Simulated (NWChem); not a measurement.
System meant: ZnSiNH5O; SMILES [NH2][Zn][O][SiH3]

Here is an NWChem input.

```
start job
memory heap 200 mb stack 900 mb global 1100 mb
geometry units angstroms noautosym nocenter noautoz
  Zn     0.337620     0.850304     0.001654
  N      0.162351     2.652358     0.005722
  H     -0.304518     3.054723     0.815441
  H     -0.268180     3.062142    -0.820250
  O      0.729595    -0.872058     0.001124
  Si     0.080609    -2.374769     0.001769
  H     -1.416090    -2.347212    -0.148626
  H      0.381241    -3.097747     1.279154
  H      0.624534    -3.195596    -1.126318
end
basis spherical
  * library 6-31g*
end
dft
  xc xtpss03 ctpss03
  iterations 150
end
property
  shielding
end
task dft property
```

End of the output:

```
 Vector   35  Occ=0.000000D+00  E= 9.486514D-03
              MO Center=  5.8D-01,  8.8D-01,  5.6D-03, r^2= 5.6D+00
   Bfn.  Coefficient  Atom+Function         Bfn.  Coefficient  Atom+Function
  ----- ------------  ---------------      ----- ------------  ---------------
    15      0.764231  1 Zn px                11      0.358682  1 Zn px
    40     -0.229986  2 N  s                 41     -0.201089  2 N  px
    37     -0.188782  2 N  px                58     -0.181200  5 O  s
    72      0.163579  6 Si s                 78      0.124915  6 Si py
    55     -0.119607  5 O  px                16      0.116529  1 Zn py

 center of mass
 --------------
 x =   0.54769214 y =   0.12757123 z =   0.00376224

 moments of inertia (a.u.)
 ------------------
        1295.452163078824         -16.961726364046           0.147587302718
         -16.961726364046          45.402111977235          -0.416850760694
           0.147587302718          -0.416850760694        1310.155406523630

     Multipole analysis of the density
     ---------------------------------

     L   x y z        total         alpha         beta         nuclear
     -   - - -        -----         -----         ----         -------
     0   0 0 0     -0.000000    -32.000000    -32.000000     64.000000

     1   1 0 0     -0.583888    -16.588308    -16.588308     32.592728
     1   0 1 0      0.778746     -0.866072     -0.866072      2.510890
     1   0 0 1     -0.009427     -0.120774     -0.120774      0.232121

     2   2 0 0    -31.518994    -34.791329    -34.791329     38.063664
     2   1 1 0     -2.150095     -5.096765     -5.096765      8.043435
     2   1 0 1     -0.070788     -0.032145     -0.032145     -0.006498
     2   0 2 0    -32.282172   -373.244158   -373.244158    714.206144
     2   0 1 1     -0.069227     -0.117850     -0.117850      0.166474
     2   0 0 2    -28.425790    -21.828254    -21.828254     15.230718

          -----------------------------------------
          Chemical Shielding Tensors (GIAO, in ppm)
          -----------------------------------------

 ------------------------------------------------------------------------
  xtpss03: d2 not coded                    0
 ------------------------------------------------------------------------
 ------------------------------------------------------------------------
  current input line :
    24: task dft property
 ------------------------------------------------------------------------
 ------------------------------------------------------------------------
 This error has not yet been assigned to a category
 ------------------------------------------------------------------------
 For more information see the NWChem manual at https://nwchemgit.github.io

0: xtpss03: d2 not coded:Received an Error in Communication
```

**Question.** Find the fault in this run and fix the input.

**Answer.** The run crashed. Cause: this functional's second derivatives, which shieldings need, aren't coded here; the fix takes a hybrid GGA instead. This input runs:
```
start job
memory heap 200 mb stack 900 mb global 1100 mb
geometry units angstroms noautosym nocenter noautoz
  Zn     0.337620     0.850304     0.001654
  N      0.162351     2.652358     0.005722
  H     -0.304518     3.054723     0.815441
  H     -0.268180     3.062142    -0.820250
  O      0.729595    -0.872058     0.001124
  Si     0.080609    -2.374769     0.001769
  H     -1.416090    -2.347212    -0.148626
  H      0.381241    -3.097747     1.279154
  H      0.624534    -3.195596    -1.126318
end
basis spherical
  Zn library 6-31g*
  N library 6-31g*
  H library 6-31g*
  O library 6-31g*
  Si library 6-31g*
end
dft
  xc pbe0
  iterations 150
end
property
  shielding
end
task dft property
```
It converges to -2201.06000 Ha (PBE0/6-31G* (spherical d), GIAO).
